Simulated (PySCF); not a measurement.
Species: C5H9, charge 0, multiplicity 2. It need not be the lowest isomer of its formula. SMILES: C/C([CH2])=C\C
Geometry from a B3LYP-D3(BJ)/def2-TZVP (Ansatz) optimisation:
```
C
C 1 1.3807
H 2 1.0810 1 121.56
H 2 1.0823 3 117.49 1 180.00
C 1 1.3923 2 120.67 3 180.00
H 5 1.0854 1 117.09 2 0.00
C 5 1.4888 6 116.49 1 -180.00
H 7 1.0890 5 112.74 6 180.00
H 7 1.0962 8 107.75 5 123.02
H 7 1.0962 8 107.75 9 113.96
C 1 1.5123 2 119.04 3 0.00
H 11 1.0890 1 110.80 2 0.00
H 11 1.0921 12 107.91 1 122.20
H 11 1.0921 12 107.91 13 115.60
```
Charge 0, spin multiplicity 2.

Dispersion corrections to the total energy (kcal/mol) from the dftd3 and dftd4 libraries through PySCF: D3(BJ) without and D4 with the three-body term, each with the damping fitted for the functional named.

```tsv
functional	D3(BJ)	D4
TPSS	-8.07	-8.15
BHLYP	-8.25	___
HF	-50.15	-22.73
revPBE	-16.80	-20.80
LC-wPBE	-5.86	___
B2PLYP	-4.90	-4.21
BP86	___	-7.83
```

Task: Complete the blanks.

Result: 
- BHLYP, D4: -6.57
- LC-wPBE, D4: -6.62
- BP86, D3(BJ): -9.73
